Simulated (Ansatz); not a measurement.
`C#[C][GeH2][CH3]` + `C#[C][SnH]([CH3])[F]` → `C#[C][GeH]([CH3])[F]` + `C#[C][SnH2][CH3]` at 700 K and 1 bar (redistribution).

Gas-phase electronic energies from Ansatz, PBE0-D4/def2-TZVP geometries. CCSD(T)/CBS adds triple-zeta CCSD(T) − MP2 to the extrapolated MP2 energy (def2 sets, frozen cores). Elements past krypton have def2 core potentials. For Ge, Sn outer-core shells are correlated without core-valence functions, which leaves a few kJ/mol of doubt a bond. Scalar relativity is left out up to krypton.

| species | CCSD(T)/CBS energy (Eh) | H − E (kJ/mol) | S (J/(mol·K)) |
| --- | --- | --- | --- |
| `C#[C][GeH2][CH3]` | -2193.82018 | 260.0 | 440.4 |
| `C#[C][SnH]([CH3])[F]` | -430.95503 | 249.1 | 498.3 |
| `C#[C][GeH]([CH3])[F]` | -2293.05688 | 252.0 | 471.7 |
| `C#[C][SnH2][CH3]` | -331.71794 | 255.6 | 463.7 |

H − E and S are ideal-gas, rigid-rotor, harmonic terms from PBE0-D4/def2-TZVP, for one conformer and one mirror image of each species. 1 Eh = 2625.50 kJ/mol, R = 8.31446 J/(mol·K).

Task: By hand: ΔE, ΔH, ΔS and ΔG.

Result: ΔE = (-2293.05688) + (-331.71794) − (-2193.82018) − (-430.95503) = 0.00039 Eh = 1.0 kJ/mol. Δ(H − E) = 252.0 + 255.6 − 260.0 − 249.1 = -1.5, so ΔH = -0.5 kJ/mol. ΔS = 471.7 + 463.7 − 440.4 − 498.3 = -3.3 J/(mol·K). ΔG = -0.5 − 700 × (-3.3)/1000 = 1.8 kJ/mol.

Task: By hand: the equilibrium constant, and the temperature at which ΔG would vanish if ΔH and ΔS stayed fixed.

Result: log₁₀ K = −ΔG/(RT ln 10) = -0.1. ΔG = 0 at ΔH/ΔS = 152 K, though so small a ΔH makes that figure unsure.

TΔS isn't small against ΔH here. The sign of ΔG lies within the doubt. A doubt of 5 kJ/mol in ΔE shifts log₁₀ K by 0.4 here. Other conformers and mirror images would add mixing entropy, several J/(mol·K) or more a flexible species. These are equilibria of isolated gas molecules and say nothing of rates. Largest T1 diagnostic: 0.013 (customary marks: 0.02 for closed shells, 0.045 for open ones).
